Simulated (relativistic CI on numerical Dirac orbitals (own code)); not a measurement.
**d8 in a ligand field**

Computed with a parametric ligand-field model of a d^n configuration (Racah B and C, spin-orbit zeta, crystal field), exact diagonalisation.

Field parameters in Wybourne normalisation: Oh B⁴₀ = 21Dq, B⁴₄ = √(5/14) B⁴₀. The field is a parameter set, without covalency.

Q: Ground term and bands for B = 840, C = 4330, ζ = 0 cm⁻¹, Oh, 10Dq = 34950 cm⁻¹?

A: Ground term 3A2 with 2.00 electrons in the two orbitals of the cubic e set. Spin-allowed: 3T2 34950 cm⁻¹ (286 nm), 3T1 44132 cm⁻¹ (227 nm), 3T1 73318 cm⁻¹ (136 nm). Lowest spin-forbidden: 1E 15261 cm⁻¹ (655 nm), 1A1 28005 cm⁻¹ (357 nm), 1T2 50095 cm⁻¹ (200 nm). With an A2 ground term the first spin-allowed band lies at |10Dq| itself.

Q: Ground term and bands for B = 520, C = 2420, ζ = 0 cm⁻¹, Oh, 10Dq = 31050 cm⁻¹?

A: Ground term 3A2 with 2.00 electrons in the two orbitals of the cubic e set. Spin-allowed: 3T2 31050 cm⁻¹ (322 nm), 3T1 36926 cm⁻¹ (271 nm), 3T1 64024 cm⁻¹ (156 nm). Lowest spin-forbidden: 1E 8948 cm⁻¹ (1118 nm), 1A1 16922 cm⁻¹ (591 nm), 1T2 39948 cm⁻¹ (250 nm). With an A2 ground term the first spin-allowed band lies at |10Dq| itself.

Q: Ground term and bands for B = 370, C = 1350, ζ = 0 cm⁻¹, Oh, 10Dq = 32700 cm⁻¹?

A: Ground term 3A2 with 2.00 electrons in the two orbitals of the cubic e set. Spin-allowed: 3T2 32700 cm⁻¹ (306 nm), 3T1 36973 cm⁻¹ (270 nm), 3T1 66677 cm⁻¹ (150 nm). Lowest spin-forbidden: 1E 5635 cm⁻¹ (1775 nm), 1A1 10934 cm⁻¹ (915 nm), 1T2 38310 cm⁻¹ (261 nm). With an A2 ground term the first spin-allowed band lies at |10Dq| itself.

Q: Ground term and bands for B = 690, C = 2560, ζ = 0 cm⁻¹, Oh, 10Dq = 29750 cm⁻¹?

A: Ground term 3A2 with 2.00 electrons in the two orbitals of the cubic e set. Spin-allowed: 3T2 29750 cm⁻¹ (336 nm), 3T1 37323 cm⁻¹ (268 nm), 3T1 62277 cm⁻¹ (161 nm). Lowest spin-forbidden: 1E 10545 cm⁻¹ (948 nm), 1A1 19844 cm⁻¹ (504 nm), 1T2 40203 cm⁻¹ (249 nm). With an A2 ground term the first spin-allowed band lies at |10Dq| itself.

Q: A d8 ion in Oh symmetry has the ground term 3A2 and bands at 1E 15419 cm⁻¹ (649 nm), 1A1 28467 cm⁻¹ (351 nm), 3T2 35600 cm⁻¹ (281 nm), 3T1 45567 cm⁻¹ (219 nm), 1T2 50884 cm⁻¹ (197 nm), 3T1 75033 cm⁻¹ (133 nm). Which parameters reproduce them?

A: B = 920, C = 4100, ζ = 0 cm⁻¹, Oh, 10Dq = 35600 cm⁻¹.
